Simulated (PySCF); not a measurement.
C2H5Zn, charge +1, singlet, geometry from GFN2-xTB (such geometries of metal compounds can be far from the true shape); WB97X/STO-3G in PySCF.

Here is a job for PySCF.
```python
from pyscf import gto, scf, dft

mol = gto.M(
    atom='''
Zn    0.46864232    0.63662899    0.48446343
C    -0.10118583   -1.11843031   -0.52962350
C    -1.45665620   -1.02940370   -1.09449183
H     0.01488547   -1.83643182    0.28554318
H     0.70524722   -1.16456079   -1.26517305
H    -1.56369943   -0.27489174   -1.87482370
H    -2.24442643   -0.93738608   -0.34574940
H    -1.62422436   -1.99859522   -1.58900806
''',
    basis='sto-3g',
    charge=1,
    verbose=4,
)

mf = dft.RKS(mol)
mf.xc = 'wb97x'
mf.kernel()
```

Q: Write the output that PySCF gives for this input, abridged.

A: 
```
PySCF version 2.14.0

[INPUT] verbose = 4
[INPUT] num. atoms = 8
[INPUT] num. electrons = 46
[INPUT] charge = 1
[INPUT] spin (= nelec alpha-beta = 2S) = 0
[INPUT] symmetry False subgroup None
[INPUT] Mole.unit = angstrom
[INPUT] Symbol           X                Y                Z      unit          X                Y                Z       unit  Magmom
[...]
nuclear repulsion = 140.677463007182
number of shells = 19
number of NR pGTOs = 99
number of NR cGTOs = 33
basis = sto-3g
ecp = {}

******** <class 'pyscf.dft.rks.RKS'> ********
method = RKS
initial guess = minao
damping factor = 0
level_shift factor = 0
DIIS = <class 'pyscf.scf.diis.CDIIS'>
diis_start_cycle = 1
diis_space = 8
diis_damp = 0
SCF conv_tol = 1e-09
SCF conv_tol_grad = None
SCF max_cycles = 50
direct_scf = True
direct_scf_tol = 1e-13
XC library pyscf.dft.libxc version 7.1.2
    S. Lehtola, C. Steigemann, M. J. T. Oliveira, and M. A. L. Marques,  SoftwareX 7, 1–5 (2018)
XC functionals = wb97x
    J.-D. Chai and M. Head-Gordon,  J. Chem. Phys. 128, 084106 (2008)
radial grids:
    Treutler-Ahlrichs [JCP 102, 346 (1995); DOI:10.1063/1.469408] (M4) radial grids

becke partition: Becke, JCP 88, 2547 (1988); DOI:10.1063/1.454033
pruning grids: <function nwchem_prune>
grids dens level: 3
symmetrized grids: False
atomic radii adjust function: <function treutler_atomic_radii_adjust>
small_rho_cutoff = 0
Set gradient conv threshold to 3.16228e-05
Initial guess from minao.
tot grids = 97920
init E= -1834.9677434134

WARN: HOMO -0.113540078285442 == LUMO -0.113436573786547

cycle= 1 E= -1836.31556010814  delta_E= -1.35  |g|= 0.822  |ddm|= 3.79
[...]
cycle= 2 E= -1835.18035633651  delta_E= 1.14  |g|= 1.29  |ddm|= 3.02
[...]
cycle= 3 E= -1836.43678716579  delta_E= -1.26  |g|= 0.501  |ddm|= 2.86
[...]
cycle= 4 E= -1836.52925304186  delta_E= -0.0925  |g|= 0.139  |ddm|= 0.705
[...]
cycle= 5 E= -1835.57648552712  delta_E= 0.953  |g|= 0.961  |ddm|= 2.82
[...]
cycle= 6 E= -1835.61208147216  delta_E= -0.0356  |g|= 0.957  |ddm|= 0.164
[...]
cycle= 7 E= -1835.6080757897  delta_E= 0.00401  |g|= 0.954  |ddm|= 0.0333
[...]
cycle= 8 E= -1835.60506554903  delta_E= 0.00301  |g|= 0.957  |ddm|= 0.0161
[...]
cycle= 9 E= -1835.60390404322  delta_E= 0.00116  |g|= 0.956  |ddm|= 0.0107
[...]
cycle= 10 E= -1835.60076891154  delta_E= 0.00314  |g|= 0.952  |ddm|= 0.0375
[...]
cycle= 11 E= -1835.71272460816  delta_E= -0.112  |g|= 1.01  |ddm|= 0.448
[...]
cycle= 12 E= -1836.57182392744  delta_E= -0.859  |g|= 0.123  |ddm|= 2.52
[...]
[...]
cycle= 22 E= -1836.60498881794  delta_E= 0.000622  |g|= 0.0287  |ddm|= 0.0639
[...]
cycle= 23 E= -1836.60447479951  delta_E= 0.000514  |g|= 0.0278  |ddm|= 0.0756
[...]
cycle= 24 E= -1836.60453688659  delta_E= -6.21e-05  |g|= 0.0278  |ddm|= 0.00386
[...]
cycle= 25 E= -1836.60460616607  delta_E= -6.93e-05  |g|= 0.0278  |ddm|= 0.00505
[...]
cycle= 26 E= -1836.60407566842  delta_E= 0.00053  |g|= 0.0276  |ddm|= 0.0351
[...]
cycle= 27 E= -1836.60495902085  delta_E= -0.000883  |g|= 0.0283  |ddm|= 0.0699
[...]
cycle= 28 E= -1836.60225886912  delta_E= 0.0027  |g|= 0.0268  |ddm|= 0.181
[...]
cycle= 29 E= -1836.59475412945  delta_E= 0.0075  |g|= 0.0319  |ddm|= 0.471
[...]
cycle= 30 E= -1836.59454847247  delta_E= 0.000206  |g|= 0.0337  |ddm|= 0.0212
[...]
cycle= 31 E= -1836.59446261664  delta_E= 8.59e-05  |g|= 0.0308  |ddm|= 0.0578
[...]
cycle= 32 E= -1836.59446925324  delta_E= -6.64e-06  |g|= 0.0255  |ddm|= 0.11
[...]
cycle= 33 E= -1836.5880142163  delta_E= 0.00646  |g|= 0.0458  |ddm|= 0.585
[...]
cycle= 34 E= -1836.58774744122  delta_E= 0.000267  |g|= 0.0493  |ddm|= 0.0875
[...]
cycle= 35 E= -1836.58944371739  delta_E= -0.0017  |g|= 0.0392  |ddm|= 0.114
[...]
cycle= 36 E= -1836.58969389221  delta_E= -0.00025  |g|= 0.0437  |ddm|= 0.0904
[...]
cycle= 37 E= -1836.58912470053  delta_E= 0.000569  |g|= 0.0245  |ddm|= 0.228
[...]
cycle= 38 E= -1836.58562655408  delta_E= 0.0035  |g|= 0.0192  |ddm|= 0.303
[...]
cycle= 39 E= -1836.58269265407  delta_E= 0.00293  |g|= 0.0176  |ddm|= 0.302
[...]
cycle= 40 E= -1836.58252579307  delta_E= 0.000167  |g|= 0.0169  |ddm|= 0.0315
[...]
cycle= 41 E= -1836.58250359563  delta_E= 2.22e-05  |g|= 0.0153  |ddm|= 0.065
[...]
cycle= 42 E= -1836.58267821728  delta_E= -0.000175  |g|= 0.0155  |ddm|= 0.0714
[...]
cycle= 43 E= -1836.58268311139  delta_E= -4.89e-06  |g|= 0.0155  |ddm|= 0.0791
[...]
cycle= 44 E= -1836.58280242467  delta_E= -0.000119  |g|= 0.0152  |ddm|= 0.0391
[...]
cycle= 45 E= -1836.58290528675  delta_E= -0.000103  |g|= 0.0155  |ddm|= 0.0948
[...]
cycle= 46 E= -1836.58338855548  delta_E= -0.000483  |g|= 0.015  |ddm|= 0.0551
[...]
cycle= 47 E= -1836.58491476258  delta_E= -0.00153  |g|= 0.0153  |ddm|= 0.161
[...]
cycle= 48 E= -1836.5846302716  delta_E= 0.000284  |g|= 0.0151  |ddm|= 0.0288
[...]
cycle= 49 E= -1836.58393072174  delta_E= 0.0007  |g|= 0.0149  |ddm|= 0.0813
[...]
cycle= 50 E= -1836.58395571699  delta_E= -2.5e-05  |g|= 0.0148  |ddm|= 0.0435
SCF not converged.
SCF energy = -1836.58395571699
```

The run did not converge; its last values are not results.
